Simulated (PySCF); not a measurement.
EPR parameters of C5H4FO2

Compound: C₅H₄FO₂ (doublet state).
Bonds: O1–C2 (double), C2–C3, C3–C4 (double), C4–O5, O5–C6, C6–F7, C6–C8, C2–C8. Hydrogens: H9 on C3; H10 on C4; H11, H12 on C8.

Identity: `O=C1C=CO[C](F)C1` [radical].

Method used: UKS B3LYP, pcH-1 on C F H O, non-relativistic, mean-field spin-orbit, GIAO (PySCF). The structure is a single GFN2-xTB conformer in the gas phase; no vibrational or solvent corrections. A GFN2-xTB geometry isn't a minimum of the functional, and hyperfine couplings can be far from their values at a DFT geometry. Stability of the SCF solution: not tested.

```
g1, g2, g3   : 2.00217, 2.00352, 2.00612
g_iso        : 2.00394
Form of g    : rhombic: the two nearest values differ by 34 % of g3 − g1
⟨S²⟩         : 0.7603 (exact 0.7500)
Total energy : -443.16215 Eh
```

Hyperfine couplings atom by atom, in 10⁻⁴ cm⁻¹; T1 to T3 are the principal values of the dipolar part; ρ(0) is the spin density at the nucleus (1 × 10⁻⁴ cm⁻¹ = 2.998 MHz):

| atom | isotope | a_iso | T1 | T2 | T3 | Mulliken spin population | ρ(0) (bohr⁻³) |
| --- | --- | --- | --- | --- | --- | --- | --- |
| O1 | 17O | -2.4 | -12.0 | 4.7 | 7.4 | 0.08 | 0.0121 |
| C2 | 13C | 10.2 | -2.7 | -1.1 | 3.9 | 0.03 | 0.0273 |
| C3 | 13C | 1.8 | -2.5 | -2.0 | 4.4 | 0.09 | 0.0048 |
| C4 | 13C | 4.5 | -1.6 | -1.4 | 3.1 | 0.03 | 0.0121 |
| O5 | 17O | -5.0 | -5.0 | 2.2 | 2.8 | 0.00 | 0.0249 |
| C6 | 13C | 47.7 | -24.9 | -24.8 | 49.7 | 0.72 | 0.1273 |
| F7 | 19F | 51.2 | -71.8 | -59.0 | 130.7 | 0.05 | 0.0365 |
| C8 | 13C | -10.3 | -0.7 | -0.1 | 0.8 | -0.07 | -0.0275 |
| H9 | 1H | -2.3 | -1.4 | -0.5 | 1.9 | 0.00 | -0.0016 |
| H10 | 1H | -1.8 | -1.2 | -0.7 | 1.9 | 0.00 | -0.0012 |
| H11 | 1H | 51.6 | -1.4 | -1.4 | 2.8 | 0.07 | 0.0346 |
| H12 | 1H | 7.1 | -1.4 | -0.8 | 2.2 | 0.01 | 0.0047 |

The Mulliken spin populations are largest on C6 (+0.72), C3 (+0.09), O1 (+0.08) and C8 (-0.07). C6 is the only atom above +0.15. The angles at C6 add up to 357.5°, so it is nearly planar.

Under fast tumbling the dipolar parts average out, and these isotropic splittings remain: 1 × 19F (F7, I = 1/2, 2 lines) with 5.47 mT, 2 × 1H (H11/H12, I = 1/2, 3 lines) with 3.14 mT, 1 × 1H (H9, I = 1/2, 2 lines) with 0.25 mT and 1 × 1H (H10, I = 1/2, 2 lines) with 0.19 mT.

Means are taken over nuclei equivalent by connectivity, which assumes that they swap fast. The 1H value of +88.0 MHz is a mean of couplings from 21.2 to 154.8 MHz in this one geometry, not an average over conformers.

The 13C coupling of C6 (143.1 MHz) shows only in satellite lines or after enrichment, since that isotope makes up about 1.07 % of natural carbon.

The 17O coupling of O5 (-15.1 MHz) shows only in satellite lines or after enrichment, since that isotope makes up about 0.038 % of natural oxygen.

The spin density at the nucleus, in bohr⁻³, is negative for C8 (-0.0275), H9 (-0.0016) and H10 (-0.0012), for instance. A restricted open-shell determinant has no negative spin density anywhere; here it arises because α and β orbitals differ (spin polarisation).
